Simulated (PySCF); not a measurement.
# Xe²⁺ (xenon, charge +2) across methods

[Kr] 4d10 5s1 5p5, high-spin 3P determinant (an excited configuration). All numbers are calculated (PySCF 2.14, scalar relativity by spin-free X2C-1e, in x2c-QZVPPall (13s9p7d4f1g, 112 functions)).

```json
{"method": "wB97M-V", "E (hartree)": "-7444.35", "mean ε 5s α (eV)": "-45.892", "mean ε 5p α (eV)": "-31.710", "mean ε 5p β (eV)": "-29.502", "Σ⟨r²⟩ (bohr²)": "43.95", "⟨S²⟩": "2.003"}
{"method": "LDA", "E (hartree)": "-7438.17", "mean ε 5s α (eV)": "-40.962", "mean ε 5p α (eV)": "-28.071", "mean ε 5p β (eV)": "-26.610", "Σ⟨r²⟩ (bohr²)": "43.69", "⟨S²⟩": "2.002"}
{"method": "r2SCAN", "E (hartree)": "-7444.85", "mean ε 5s α (eV)": "-41.773", "mean ε 5p α (eV)": "-28.514", "mean ε 5p β (eV)": "-26.476", "Σ⟨r²⟩ (bohr²)": "43.81", "⟨S²⟩": "2.007"}
{"method": "M06", "E (hartree)": "-7444.98", "mean ε 5s α (eV)": "-42.823", "mean ε 5p α (eV)": "-29.284", "mean ε 5p β (eV)": "-27.076", "Σ⟨r²⟩ (bohr²)": "43.85", "⟨S²⟩": "2.002"}
{"method": "BHandHLYP", "E (hartree)": "-7444.83", "mean ε 5s α (eV)": "-45.544", "mean ε 5p α (eV)": "-30.750", "mean ε 5p β (eV)": "-28.146", "Σ⟨r²⟩ (bohr²)": "44.01", "⟨S²⟩": "2.004"}
{"method": "UHF", "E (hartree)": "-7441.89035", "mean ε 5s α (eV)": "-49.799", "mean ε 5p α (eV)": "-33.169", "mean ε 5p β (eV)": "-28.890", "Σ⟨r²⟩ (bohr²)": "44.41", "⟨S²⟩": "2.010"}
{"method": "PBE0", "E (hartree)": "-7444.49", "mean ε 5s α (eV)": "-43.288", "mean ε 5p α (eV)": "-29.500", "mean ε 5p β (eV)": "-27.324", "Σ⟨r²⟩ (bohr²)": "43.80", "⟨S²⟩": "2.004"}
```

Q: Estimate the same row for PBE.

A: E (hartree) = -7444.43; mean ε 5s α (eV) = -40.770; mean ε 5p α (eV) = -27.962; mean ε 5p β (eV) = -26.359; Σ⟨r²⟩ (bohr²) = 43.76; ⟨S²⟩ = 2.003.
